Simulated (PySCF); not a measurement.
**Spin-rotation constants: `c1[c]([GaH][S]C)occ1`, C₅H₇GaOS**

Molfile (atoms numbered from 1):
```
C5H7GaOS
     RDKit          3D

 15 15  0  0  0  0  0  0  0  0999 V2000
    3.9030    0.1977    0.4061 C   0  0  0  0  0  0  0  0  0  0  0  0
    2.6779   -0.6259   -0.6865 S   0  0  0  0  0  0  0  0  0  0  0  0
    0.8169    0.1040    0.3113 Ga  0  0  0  0  0  3  0  0  0  0  0  0
   -1.0718   -0.2654   -0.1652 C   0  0  0  0  0  0  0  0  0  0  0  0
   -2.0429   -0.8817   -0.9070 C   0  0  0  0  0  0  0  0  0  0  0  0
   -3.2853   -0.4137   -0.4182 C   0  0  0  0  0  0  0  0  0  0  0  0
   -2.9954    0.4550    0.5886 C   0  0  0  0  0  0  0  0  0  0  0  0
   -1.6708    0.5562    0.7534 O   0  0  0  0  0  0  0  0  0  0  0  0
    3.3962    0.7873    1.1774 H   0  0  0  0  0  0  0  0  0  0  0  0
    4.5151   -0.5716    0.8671 H   0  0  0  0  0  0  0  0  0  0  0  0
    4.5217    0.8435   -0.2094 H   0  0  0  0  0  0  0  0  0  0  0  0
    0.9994    1.0576    1.5577 H   0  0  0  0  0  0  0  0  0  0  0  0
   -1.8858   -1.5839   -1.7034 H   0  0  0  0  0  0  0  0  0  0  0  0
   -4.2587   -0.6906   -0.7701 H   0  0  0  0  0  0  0  0  0  0  0  0
   -3.6239    1.0392    1.2336 H   0  0  0  0  0  0  0  0  0  0  0  0
  1  2  1  0
  2  3  1  0
  3  4  1  0
  4  5  2  0
  5  6  1  0
  6  7  2  0
  7  8  1  0
  8  4  1  0
  1  9  1  0
  1 10  1  0
  1 11  1  0
  3 12  1  0
  5 13  1  0
  6 14  1  0
  7 15  1  0
M  END
```

The calculation used PySCF 2.14.0, GIAO HF/pcSseg-1 magnetisability, rotational g tensor and spin-rotation constants, non-relativistic, gas phase. Geometry: GFN2-xTB.

The calculation is non-relativistic, which matters for the atoms heavier than Zn.

(1) Give the nuclear spin-rotation constants along the inertial axes (H = +C I·J) beside the isotropic shieldings.

(2) How do the rotational constants and the g tensor change when H9, H10, H11, H12, H13, H14, H15 are replaced by deuterium?

## Answers

(1) Rotational constants 5.1977, 0.5744, 0.5192 GHz. A star marks the isotopologue with that one atom substituted, in its own axes.
| atom | isotope | Caa (kHz) | Cbb (kHz) | Ccc (kHz) | mean (kHz) | σ (ppm) |
| --- | --- | --- | --- | --- | --- | --- |
| Ga3 | 69Ga | 8.612 | 0.986 | 0.915 | 3.505 | 1469.5 |
| H9 | 1H | -0.335 | -0.008 | -0.057 | -0.133 | 29.7 |
| H10 | 1H | -0.308 | -0.063 | -0.008 | -0.126 | 29.6 |
| H11 | 1H | -0.311 | -0.063 | -0.008 | -0.127 | 29.6 |
| H12 | 1H | -0.348 | 0.017 | -0.042 | -0.124 | 26.2 |
| H13 | 1H | -0.501 | 0.060 | -0.056 | -0.166 | 24.6 |
| H14 | 1H | 0.342 | -0.038 | -0.058 | 0.082 | 25.3 |
| H15 | 1H | -0.103 | 0.016 | -0.052 | -0.046 | 24.0 |
| C1 | 13C* | 0.634 | 0.069 | 0.071 | 0.258 | 177.6 |
| S2 | 33S* | 0.841 | 0.124 | 0.075 | 0.347 | 676.8 |
| C4 | 13C* | 2.224 | 0.274 | 0.094 | 0.864 | 23.6 |
| C5 | 13C* | 1.805 | 0.253 | 0.063 | 0.707 | 61.3 |
| C6 | 13C* | 2.297 | 0.164 | 0.058 | 0.840 | 76.8 |
| C7 | 13C* | 2.490 | 0.211 | 0.096 | 0.932 | 34.0 |
| O8 | 17O* | -2.147 | -0.241 | -0.044 | -0.810 | 22.6 |

For the geometry as given, no vibrational averaging.

(2) Constants 4.4225, 0.5220, 0.4699 GHz; g -0.0662, -0.0067, 0.0043, against -0.0776, -0.0074, 0.0048 before.
